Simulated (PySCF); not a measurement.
**Single point on GeH⁻**

State: ³Σ⁻ (triplet), unpaired electrons π ↑↑.

An equivalent input (the run itself took its basis sets from the Basis Set Exchange, started from a PBE0 density and held the occupation σ 8α 8β, πx 4α 3β, πy 4α 3β, δx 1α 1β, δy 1α 1β):

```python
from pyscf import gto, dft
mol = gto.M(atom='Ge 0 0 0; H 0 0 1.631', basis={'Ge': 'aug-pcseg-1', 'H': 'aug-pcseg-1'},
            charge=-1, spin=2, verbose=4, symmetry='C2v')
mf = dft.UKS(mol, xc='M062X')
mf.grids.atom_grid = (80, 434)
mf.grids.prune = dft.gen_grid.treutler_prune
mf.irrep_nelec = {'A1': (9, 9), 'A2': (1, 1), 'B1': (4, 3), 'B2': (4, 3)}
mf.conv_tol = 1e-9
mf.max_cycle = 60
mf.diis_space = 10
mf.kernel()
```

The log (some set-up lines and the per-cycle HOMO/LUMO lines removed):

```
******** <class 'pyscf.dft.uks_symm.SymAdaptedUKS'> ********
method = SymAdaptedUKS
damping factor = 0
level_shift factor = 0
DIIS = <class 'pyscf.scf.diis.CDIIS'>
diis_start_cycle = 1
diis_space = 10
diis_damp = 0
SCF conv_tol = 1e-09
SCF conv_tol_grad = None
SCF max_cycles = 60
number electrons alpha = 18  beta = 16
Set gradient conv threshold to 3.16228e-05
init E= -2077.34129806692
cycle= 1 E= -2077.3458932255  delta_E= -0.0046  |g|= 0.0142  |ddm|= 0.402
cycle= 2 E= -2077.34617516738  delta_E= -0.000282  |g|= 0.00703  |ddm|= 0.138
cycle= 3 E= -2077.34623111094  delta_E= -5.59e-05  |g|= 0.00194  |ddm|= 0.0306
cycle= 4 E= -2077.34624128545  delta_E= -1.02e-05  |g|= 0.000668  |ddm|= 0.0127
cycle= 5 E= -2077.34624323895  delta_E= -1.95e-06  |g|= 0.000125  |ddm|= 0.00666
cycle= 6 E= -2077.34624328109  delta_E= -4.21e-08  |g|= 4.72e-05  |ddm|= 0.000841
cycle= 7 E= -2077.34624328468  delta_E= -3.59e-09  |g|= 7.04e-06  |ddm|= 0.000237
cycle= 8 E= -2077.34624328481  delta_E= -1.28e-10  |g|= 1.26e-06  |ddm|= 4.78e-05
Extra cycle  E= -2077.34624328481  delta_E= -4.55e-13  |g|= 5.73e-07  |ddm|= 9.85e-06
converged SCF energy = -2077.34624328481  <S^2> = 2.0076336  2S+1 = 3.0050848
```

Repeating this along the bond gives Re = 1.631 Å and ωe = 1734 cm⁻¹.

A point of this curve took 0.71 CPU seconds beside 0.11 for the integrals (shared host).

Spin–orbit coupling is left out. The state is the lowest determinant that a PBE0 search found; another state may lie lower at other levels.
